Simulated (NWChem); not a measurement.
System: C2H4AlNO; SMILES [N](=C=O)[AlH][CH3]

The following NWChem deck was run.

```
start job
memory heap 200 mb stack 900 mb global 1100 mb
geometry units angstroms
  Al    -1.008498     0.543853    -0.661726
  H     -2.232568    -0.252564    -1.123499
  C     -0.699852     2.479385    -0.952549
  H      0.221097     2.660099    -1.519143
  H     -0.581048     3.015821    -0.003863
  H     -1.520542     2.972061    -1.482362
  N      0.159855    -0.509531     0.205039
  C      0.917876    -1.236321     0.776317
  O      1.655725    -1.932924     1.329827
end
basis spherical
  * library 6-31g*
end
dft
  xc b3lyp
  iterations 150
end
driver
  maxiter 120
end
task dft optimize
task dft freq
```

The optimisation ended at a saddle point (imaginary frequency).

The level has its own optimisation; frequencies are unscaled.

**Question.** What results follow from this input? (B3LYP/6-31G* (spherical d).) Quantities: r Al–H (Å); r Al–C (Å); r Al–N (Å); r C–H (Å); highest harmonic frequency (cm⁻¹); lowest (cm⁻¹); zero-point energy (kcal/mol); dipole (D).

**Answer.** 
* **r Al–H (Å)**: 1.583
* **r Al–C (Å)**: 1.954
* **r Al–N (Å)**: 1.794
* **r C–H (Å)**: 1.097
* **highest harmonic frequency (cm⁻¹)**: 3120
* **lowest (cm⁻¹)**: -27
* **zero-point energy (kcal/mol)**: 35.2
* **dipole (D)**: 2.66
